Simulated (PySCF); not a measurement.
trans-butane (C$_{4}$H$_{10}$), singlet, geometry from GFN2-xTB. Base run: PySCF with R2SCAN/STO-3G.

Geometry (Å):
```xyz
14

C      0.6997     1.8121    -0.0118
C      0.7068     0.2885     0.0029
C     -0.7068    -0.2885    -0.0029
C     -0.6997    -1.8121     0.0118
H      1.7155     2.2010    -0.0073
H     -1.7155    -2.2010     0.0073
H      0.1801     2.1996     0.8621
H      0.1943     2.1827    -0.9011
H     -0.1943    -2.1827     0.9011
H     -0.1801    -2.1996    -0.8621
H      1.2491    -0.0803    -0.8709
H      1.2350    -0.0634     0.8922
H     -1.2350     0.0634    -0.8922
H     -1.2491     0.0803     0.8709
```
All else is at PySCF's defaults.
Base energy -156.48285 Eh.

Variants of this job, named by their change:

```json
[
 {"change": "base", "ΔE vs base (µEh)": "0.0", "grid points": "154552", "electrons on the grid": "33.99997"},
 {"change": "grids.level = 1", "ΔE vs base (µEh)": "1463", "grid points": "45440", "electrons on the grid": "34.00068"},
 {"change": "grids.atom_grid = (150, 974)", "ΔE vs base (µEh)": "-120", "grid points": "1144440", "electrons on the grid": "34.00000"},
 {"change": "grids.radi_method = delley", "ΔE vs base (µEh)": "-129", "grid points": "167944", "electrons on the grid": "33.99997"},
 {"change": "grids.prune = dft.gen_grid.treutler_prune", "ΔE vs base (µEh)": "1.0", "grid points": "131944", "electrons on the grid": "33.99997"},
 {"change": "grids.level = 2", "ΔE vs base (µEh)": "-262", "grid points": "98552", "electrons on the grid": "33.99997"},
 {"change": "grids.atom_grid = (30, 110)", "ΔE vs base (µEh)": "-2621", "grid points": "34512", "electrons on the grid": "34.00110"},
 {"change": "small_rho_cutoff = 0", "ΔE vs base (µEh)": "0.0", "grid points": "154552", "electrons on the grid": "33.99997"},
 {"change": "grids.atom_grid = (50, 194)", "ΔE vs base (µEh)": "-848", "grid points": "92792", "electrons on the grid": "34.00060"},
 {"change": "grids.radi_method = gauss_chebyshev", "ΔE vs base (µEh)": "-95.5", "grid points": "151024", "electrons on the grid": "33.99997"},
 {"change": "grids.level = 0", "ΔE vs base (µEh)": "6854", "grid points": "10544", "electrons on the grid": "33.99417"}
]
```
